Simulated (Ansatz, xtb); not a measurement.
Relative energy of two isomers of CH7ISi2

We compare I, `C[Si@H]([SiH3])I`, a singlet, with II, `[SiH3]C[SiH2]I`, a singlet. Both are isolated molecules in the gas phase, relaxed with r2SCAN-D4/def2-SVP, each in the lowest conformer that the search found.

Task: Which of the two would you expect CCSD(T)/def2-SVP + ΔMP2/def2-TZVPP electronic energies to favour?

Result: Too close to call at this level: CCSD(T)/def2-SVP + ΔMP2/def2-TZVPP gives E(II) − E(I) = 0.000 eV.

How the difference moves with the method:

| level | geometry | E(II) − E(I) (eV) | departure from the last row (eV) | job, with rough time for the two |
| --- | --- | --- | --- | --- |
| GFN2-xTB | GFN2-xTB | −0.288 | −0.288 | optimisation, 0.17 s |
| HF/STO-3G | GFN2-xTB | +0.186 | +0.186 | single point, 0.94 s |
| r2SCAN-D4/def2-SVP//GFN2-xTB | GFN2-xTB | +0.052 | +0.052 | single point, 5.1 s |
| r2SCAN-D4/def2-SVP | r2SCAN-D4/def2-SVP | +0.080 | +0.080 | optimisation, 43 s |
| HF/def2-SVP | r2SCAN-D4/def2-SVP | −0.049 | −0.049 | part of the CCSD(T) run |
| MP2/def2-SVP | r2SCAN-D4/def2-SVP | −0.025 | −0.024 | part of the CCSD(T) run |
| CCSD(T)/def2-SVP | r2SCAN-D4/def2-SVP | +0.018 | +0.018 | single point |
| CCSD(T)/def2-SVP + ΔMP2/def2-TZVPP | r2SCAN-D4/def2-SVP | 0.000 |  | single point, 47 s |

As drawn, II has 1 C–Si, 1 Si–H in place of 1 Si–Si, 1 C–H.

The largest departure from CCSD(T)/def2-SVP + ΔMP2/def2-TZVPP is that of GFN2-xTB, 0.288 eV. The last row adds to CCSD(T) the change of the MP2 difference between the two basis sets, here −0.018 eV.

With harmonic frequencies from r2SCAN-D4/def2-SVP (ideal gas, rigid rotor, one conformer each, 298.15 K, 1 atm): on the last row, ΔE + ΔZPE = −0.037 eV. A mode under 50 cm⁻¹ makes harmonic enthalpies and free energies unreliable, so none is given.

The correlated steps freeze 15 core orbitals; the filled d shell of I is correlated, in a basis made for valence electrons. Atoms past krypton carry core potentials in the def2 sets, other sets are all-electron and non-relativistic, and no spin–orbit term is included. Codes used: Ansatz 0.2.0, xtb 6.7.1; the last row on 2 threads of Arm Neoverse V1 on a shared host.
